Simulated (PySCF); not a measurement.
A thermochemical cycle for RbSb

PBE0 in PySCF with def2-SVP on every atom (core potentials on Rb, Sb), for the lowest determinant that a PBE0 search found; no spin–orbit coupling. RbSb, a triplet (π ↑↑), has De = 1.10 eV to neutral atoms, and RbSb⁺, a quartet (σ ↑, π ↑↑), has De = 0.13 eV to Rb⁺ + Sb.

The adiabatic ionisation energy of RbSb, between the minima, is 5.17 eV.

Task: Which ionisation energy of the Rb atom does this level give?

Result: IE(Rb) = IE(molecule) + De(ion) − De(neutral) = 5.17 + 0.13 − 1.10 = 4.20 eV; the measured value is 4.177 eV (NIST ASD).

Weak bonds: RbSb⁺. Basis-set superposition, not corrected here, can be much of De in a small basis, most of all at correlated wavefunction levels. Spin–orbit coupling is left out, which matters for elements this heavy, above all for dissociation energies. For an ion De counts to the pair picked by the measured ionisation energies or electron affinities, which need not be the lowest pair at this level. States were picked by a PBE0 search and need not be the measured ground states.
